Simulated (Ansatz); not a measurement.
```xyz
8

B    -0.193    0.354   -0.657
B    -1.314   -0.724   -0.143
Te    0.541   -1.518    0.657
C     0.844    0.662    0.467
H     0.119    0.465   -1.810
H    -2.377   -1.246   -0.156
H     0.522    1.042    1.430
H     1.858    0.966    0.213
```

Total charge 0; spin multiplicity 1. Te takes the def2 core potential.

**Question.** List the ωB97M-V/def2-TZVPP orbital energies in eV (Ansatz 0.2.0). (Estimate.)

**Answer.** Computed: Occupied: -281.96, -188.45, -187.28, -175.20, -124.07, -123.95, -123.85, -47.05, -47.02, -46.91, -46.82, -46.80, -23.53, -19.78, -16.72, -15.25, -14.68, -12.57, -11.71, -10.63, -9.33, -9.05. Lowest empty: -0.13, 0.92, 1.55, 2.48, 2.63, 3.32, 3.49, 4.06.
